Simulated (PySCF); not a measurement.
Computed IR spectrum (relative IR intensity) of a molecule C4H6ClF. The structure is a stationary point at PBE0-D3(BJ)/def2-SVP. The values are those of a single conformer. All values below come from PySCF with PBE0-D3(BJ)/def2-SVP. Frequencies are harmonic and unscaled.

Lines under 2 % of the strongest are left out, and lines within 2 cm⁻¹ are merged.

ν (cm⁻¹): 51 (w), 147 (vw), 384 (w), 419 (vw), 626 (w), 726 (s), 765 (s), 890 (m), 949 (vw), 969 (w), 1102 (m), 1133 (vs), 1161 (vs), 1203 (w), 1304 (m), 1351 (w), 1381 (m), 1390 (m), 1457 (w), 1466 (w), 1735 (s), 3066 (w), 3072 (m), 3171 (m), 3177 (w), 3246 (vw) (against the strongest line: vs over 80 %, s over 45 %, m over 15 %, w over 4 %, vw less)

Q: Pick the molecule that these values belong to.
A) C[C@@H](F)/C=C\Cl
B) F/C=C/CCCl
C) CC(C)=C(F)Cl
D) F[C@@H]1C[C@@H]1CCl

A: A, C[C@@H](F)/C=C\Cl
